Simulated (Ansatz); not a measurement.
Spectroscopic constants of SiTe, closed-shell singlet (lowest of 2S+1 = 1, 3, 5 at CCSD(T)/def2-TZVPP on PBE0 minima; our sources give no spin for the ground state, which may be another). No spin–orbit coupling.

Seven points along R, fitted to fifth degree in 1/R; most abundant isotopes. In def2 and cc sets the state is the lowest found near the PBE0 minimum, followed along R. The singlet is held restricted.

Run with Ansatz (an electronic-structure program) with Gaussian orbitals.  In def2 rows elements past Kr take small-core potentials, without spin–orbit coupling.

Energies at PBE0/def2-TZVPP:

```tsv
R (Å)	E (hartree)
2.109750	-557.40235979
2.166464	-557.40976893
2.218640	-557.41333579
2.277623	-557.41432726
2.336605	-557.41272493
2.404661	-557.40835597
2.484060	-557.40069880
```

Question: With a reduced mass of 23.0194 u, find the minimum, the force constant and the constants.

Answer: A fifth-degree polynomial in 1/R puts the minimum at r_e = 2.2685 Å with force constant 336 N/m. Then ω_e = (1/2πc)√(k/μ) = 497 cm⁻¹ and B_e = h/(8π²cμr_e²) = 0.1423 cm⁻¹; the cubic and quartic terms give α_e = 0.00047 and ω_e x_e = 1.1 cm⁻¹.
